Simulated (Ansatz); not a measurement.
I$_{2}$Sn, charge +1, doublet, geometry from GFN2-xTB (such geometries of metal compounds can be far from the true shape) (a state made from the parent by changing its charge; the spin is typed, not shown lowest) (core potentials on I, Sn); R2SCAN/def2-SVP in Ansatz (an electronic-structure program).

Ansatz was given this input:
Ansatz 0.2 input:
```yaml
crystal:
  periodic: [false, false, false]
  atoms:
    - {symbol: Sn, position_ang: [-0.00242820, -0.00227352, 1.36744649]}
    - {symbol: I, position_ang: [0.99109659, -1.68231466, -0.64606286]}
    - {symbol: I, position_ang: [-0.98880584, 1.68445949, -0.64398100]}
basis:
  gaussian:
    orbitals: def2-SVP
hamiltonian:
  xc: r2scan
total_charge: 1
magnetization: {spin_polarized: true, initial_magnetization: 1}
```

Output, abridged:

```
Functional definition: r2SCAN
923 factors; their error is unknown
mean field evaluation 1: about -22031.9420 eV, gradient 1.9e1 eV
mean field evaluation 2: about -21994.8628 eV, gradient 6.5e1 eV
mean field evaluation 4: about -22035.5279 eV, gradient 4.9e0 eV
mean field evaluation 8: about -22035.7403 eV, gradient 3.2e-1 eV
mean field evaluation 16: about -22035.7364 eV, gradient 7.3e-5 eV
mean field evaluation 32: about -22035.1401 eV, gradient 4.2e0 eV
mean field evaluation 64: about -22035.3330 eV, gradient 3.9e-1 eV
mean field evaluation 96: about -22034.8255 eV, gradient 9.5e0 eV
mean field -22035.73640811 eV, -809.7983766396 hartree, gradient 9.0e-6 eV, S^2 0.754910; 12 other end points of the search recorded, 0 dependent functions left out
reference -22035.73641876 eV, -809.7983770309 hartree; 36, 35 occupied and 42, 43 virtual orbitals, 923 factors
Total energy: -22035.73641876 eV, -809.7983770309 hartree
```
